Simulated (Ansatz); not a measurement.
Mulliken charges of `F[SiH2][InH2]` from PBE/def2-TZVPP in Ansatz (PBE0-D4/def2-TZVP geometry).

```
atom   x (Å)   y (Å)   z (Å)  charge (e)
  F1  -2.243   0.173  -0.253      -0.283
 Si2  -0.775  -0.259  -0.758       0.297
 In3   1.036   0.331   0.984       0.368
  H4  -0.825  -1.722  -1.038      -0.069
  H5  -0.544   0.432  -2.059      -0.069
  H6   0.663   1.095   2.485      -0.121
  H7   2.688  -0.051   0.640      -0.123
```

By hand: the dipole of these point charges (1 e Å = 4.8032 D).

Σ q r = (0.469, -0.041, 0.043) e Å, of length 0.473 e Å = 2.27 D.

How does the dipole of the full density compare? (An estimate is asked.)

The calculation gave: (0.224, -0.045, -0.032) e Å, 1.11 D; the point charges give 2.05 times that, at 15° from its direction.

Point charges leave out the atoms' own dipoles, such as those of lone pairs, and Mulliken's split depends on the basis, so the two needn't agree.
